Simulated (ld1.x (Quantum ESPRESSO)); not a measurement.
## Cutoff test, Sn, TM

```
Element                 : Sn
Generator               : ld1.x (Quantum ESPRESSO) 7.5
Type                    : norm-conserving Troullier–Martins (Kleinman–Bylander form)
Functional              : LDA (PZ)
Relativity              : scalar-relativistic
Frozen core             : [Kr] 4d10
Valence charge          : 4
Reference configuration : 5s2 5p2
Partial waves           : 5s (bound): rc 2.10 bohr; 5p (bound): rc 2.75 bohr
Local potential         : all-electron potential smoothed inside 1.85 bohr (lloc = -1)
Core correction         : Bessel-smoothed model core, default radius (core density twice the valence density)
```

The pseudo-atom Hamiltonian at the reference potential is diagonalised in spherical Bessel functions j_l(qr) that vanish at 20 bohr, with q² up to the cutoff. All-electron valence levels (Ry): 5s -0.7948, 5p -0.2847.

Question: How do the lowest levels (Ry) of each channel move with the cutoff, and are there ghosts?

Answer:

```json
{"cutoff (Ry)": "8", "s #1": "-0.7797", "s #2": "-0.0329", "s #3": "0.0711", "p #1": "-0.2820", "d #1": "0.0100", "f #1": "0.1068", "f #2": "0.2267", "Σ f·Δε (mRy)": "35.7"}
{"cutoff (Ry)": "12", "s #1": "-0.7931", "s #2": "-0.0332", "s #3": "0.0702", "p #1": "-0.2843", "d #1": "-0.0182", "f #1": "0.1068", "f #2": "0.2267", "Σ f·Δε (mRy)": "4.3"}
{"cutoff (Ry)": "18", "s #1": "-0.8026", "s #2": "-0.6538", "s #3": "-0.0316", "p #1": "-0.2846", "d #1": "-0.0411", "f #1": "0.1068", "f #2": "0.2267", "Σ f·Δε (mRy)": "15.8"}
{"cutoff (Ry)": "21", "s #1": "-0.8765", "s #2": "-0.7862", "s #3": "-0.0316", "p #1": "-0.2846", "d #1": "-0.0453", "f #1": "0.1068", "f #2": "0.2267", "Σ f·Δε (mRy)": "17.6"}
{"cutoff (Ry)": "30", "s #1": "-1.0757", "s #2": "-0.7945", "s #3": "-0.0316", "p #1": "-0.2847", "d #1": "-0.0492", "f #1": "0.1068", "f #2": "0.2267", "Σ f·Δε (mRy)": "0.7"}
{"cutoff (Ry)": "40", "s #1": "-1.1020", "s #2": "-0.7946", "s #3": "-0.0316", "p #1": "-0.2847", "d #1": "-0.0498", "f #1": "0.1068", "f #2": "0.2267", "Σ f·Δε (mRy)": "0.4"}
{"cutoff (Ry)": "400", "s #1": "-1.1023", "s #2": "-0.7948", "s #3": "-0.0316", "p #1": "-0.2847", "d #1": "-0.0499", "f #1": "0.1068", "f #2": "0.2267", "Σ f·Δε (mRy)": "0.0"}
```

Result: ghost state, extra bound levels that the all-electron valence spectrum of the same l lacks: s at -15.0 eV (a true bound ghost makes a file unfit for plane-wave use); 10 mRy is reached at 25 Ry and 1 mRy at 30 Ry.

4 of 9 tests not solved or not reliable.
